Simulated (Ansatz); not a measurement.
```yaml
crystal:
  periodic: [false, false, false]
  atoms:
    - {symbol: Zn, position_ang: [-0.003667, -0.021601, -0.004433]}
    - {symbol: H, position_ang: [0.590601, 1.324162, 0.465489]}
    - {symbol: H, position_ang: [-0.597935, -1.367361, -0.474356]}
basis:
  gaussian: {orbitals: cc-pVTZ, fitting: {mean_field: def2-universal-jkfit}}
hamiltonian: {xc: {name: HF}}
correlation: {active_space: {window: {electrons: 6, orbitals: 2}}}
output: {forces: true}
```

```sh
$ ansatz run in.yaml --threads 2 --pin off --events-out ev --progress --plain --max-ram 32768MiB --backend cpu
```

Output, abridged:

```
Functional definition: HF
300 factors; integrals over basis functions are off by at most 1.1e0 eV
mean field evaluation 1: about -48407.8401 eV, gradient 1.1e1 eV
mean field evaluation 2: about -48408.1671 eV, gradient 9.6e0 eV
mean field evaluation 4: about -48408.2467 eV, gradient 4.9e-1 eV
mean field -48408.24757264 eV, -1778.9702860060 hartree, gradient 7.2e-7 eV, S^2 0.000000; 0 other end points of the search recorded, 0 dependent functions left out
reference -48408.24757264 eV, -1778.9702860060 hartree; 16, 16 occupied and 80, 80 virtual orbitals, 300 factors
Error: 6 electrons in 2 orbitals form no window around the highest filled level of the reference
```

(1) Something in this input is off. What?

Results:

(1) The active space doesn't fit the electrons. The run stopped with an error.
